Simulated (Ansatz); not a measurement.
Input file:

```yaml
crystal:
  periodic: [false, false, false]
  atoms:
    - { symbol: F, position_ang: [0.513183, 1.87733, -0.904657] }
    - { symbol: C, position_ang: [-0.435977, 0.834805, -0.556319] }
    - { symbol: Al, position_ang: [0.149154, -0.599509, 0.534434] }
    - { symbol: F, position_ang: [1.104569, -1.997442, 0.329504] }
    - { symbol: H, position_ang: [-0.986322, 0.601563, -1.48609] }
    - { symbol: H, position_ang: [-0.344607, -0.716737, 2.083118] }
total_charge: -1
basis:
  gaussian: { orbitals: "6-31G*" }
hamiltonian:
  xc: b3lyp
  dispersion: d4
phonons: {}
```

Run as:

```bash
$ ansatz run input.yaml --threads 1 --pin off --max-ram 2048MiB --backend cpu --events-out ev --progress --plain --runs-dir out
```

Hardware: 1 thread of Arm Neoverse V1, on a shared host.

Question: Roughly how long does this run take, and how much memory?

Answer: 57 s, with a peak of 0.12 GiB, for 0 ionic steps.
